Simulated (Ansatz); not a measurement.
FH5O2Si2, SMILES `O[SiH](O)[SiH2]F` at its PBE0-D4/def2-TZVP geometry, where that method's forces vanish. Charge 0, multiplicity 1.

| atom | x (Å) | y (Å) | z (Å) |
| --- | --- | --- | --- |
| O1 | 0.618 | -0.102 | -1.853 |
| Si2 | -0.389 | 0.380 | -0.644 |
| O3 | -1.778 | -0.496 | -0.556 |
| Si4 | 0.667 | 0.057 | 1.435 |
| F5 | 1.572 | -1.271 | 1.286 |
| H6 | 1.068 | -0.942 | -1.742 |
| H7 | -0.682 | 1.799 | -0.971 |
| H8 | -2.389 | -0.451 | -1.294 |
| H9 | 1.583 | 1.180 | 1.773 |
| H10 | -0.271 | -0.155 | 2.566 |

Task: For each bond, give half the difference of the two atoms' forces along it (eV/Å; positive pushes the atoms apart) under PBE-D4, r2SCAN-D4, B3LYP-D4, ωB97M-V in def2-TZVPP. (Best estimate.)

Result: Computed: 
```json
{"bond": "O1–Si2", "length (Å)": "1.646", "PBE-D4": "0.30", "r2SCAN-D4": "0.07", "B3LYP-D4": "0.12", "ωB97M-V": "0.11"}
{"bond": "O1–H6", "length (Å)": "0.959", "PBE-D4": "0.33", "r2SCAN-D4": "0.01", "B3LYP-D4": "-0.02", "ωB97M-V": "-0.06"}
{"bond": "Si2–O3", "length (Å)": "1.645", "PBE-D4": "0.26", "r2SCAN-D4": "0.05", "B3LYP-D4": "0.13", "ωB97M-V": "0.13"}
{"bond": "Si2–Si4", "length (Å)": "2.353", "PBE-D4": "-0.23", "r2SCAN-D4": "-0.03", "B3LYP-D4": "0.00", "ωB97M-V": "-0.07"}
{"bond": "Si2–H7", "length (Å)": "1.485", "PBE-D4": "0.00", "r2SCAN-D4": "-0.04", "B3LYP-D4": "-0.15", "ωB97M-V": "-0.17"}
{"bond": "O3–H8", "length (Å)": "0.959", "PBE-D4": "0.33", "r2SCAN-D4": "0.01", "B3LYP-D4": "-0.02", "ωB97M-V": "-0.06"}
{"bond": "Si4–F5", "length (Å)": "1.614", "PBE-D4": "0.53", "r2SCAN-D4": "0.05", "B3LYP-D4": "0.21", "ωB97M-V": "0.20"}
{"bond": "Si4–H9", "length (Å)": "1.488", "PBE-D4": "0.05", "r2SCAN-D4": "-0.02", "B3LYP-D4": "-0.11", "ωB97M-V": "-0.14"}
{"bond": "Si4–H10", "length (Å)": "1.485", "PBE-D4": "0.04", "r2SCAN-D4": "-0.02", "B3LYP-D4": "-0.11", "ωB97M-V": "-0.14"}
```

B3LYP here is the variant with VWN-RPA as its local correlation; programs differ in this.
